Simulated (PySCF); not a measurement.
B3LYP has the VWN-RPA correlation part, as in Gaussian. 

Z-matrix (Å, degrees):
```
C
O 1 1.2294
N 1 1.3569 2 121.11
H 3 1.0256 1 109.28 2 25.99
H 1 1.0970 2 122.09 3 -171.39
```
Charge 0, spin multiplicity 2.

Task: Predict the dipole moment, highest occupied spin orbital and total energy from B3LYP-D3(BJ)/def2-TZVP (PySCF).

Result: 
- dipole moment = 1.27 D
- highest occupied spin orbital = -8.02 eV
- total energy = -169.2849 Ha
